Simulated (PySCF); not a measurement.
Computed shifts of a molecule C5H7F, PBE/pcSseg-1 run with PySCF, GIAO, gas phase, atoms alike by connectivity averaged where their shifts nearly agree, in ppm (number of nuclei): ¹⁹F: -210.0 (1). ¹³C: 146.0 (1), 144.1 (1), 109.1 (1), 40.2 (1), 39.7 (1). ¹H: 6.60 (1), 6.55 (1), 6.45 (1), 3.06 (1), 2.90 (1), 2.83 (1), 2.35 (1). References: ¹⁹F against CFCl3 (σ = 133.6 ppm); ¹³C against TMS (σ = 182.0 ppm); ¹H against TMS (σ = 31.49 ppm), references at their B3LYP-D3(BJ)/def2-TZVP geometries, non-relativistic. The structure is a stationary point at PBE-D3(BJ)/def2-SVP. One conformer was computed; it need not be the lowest.

Q: Which molecule gave these data?
A. FC1CC=CC1
B. C=CCC(=C)F
C. C=CC(F)C=C
D. F[C@H]1C=CCC1

A: D, F[C@H]1C=CCC1
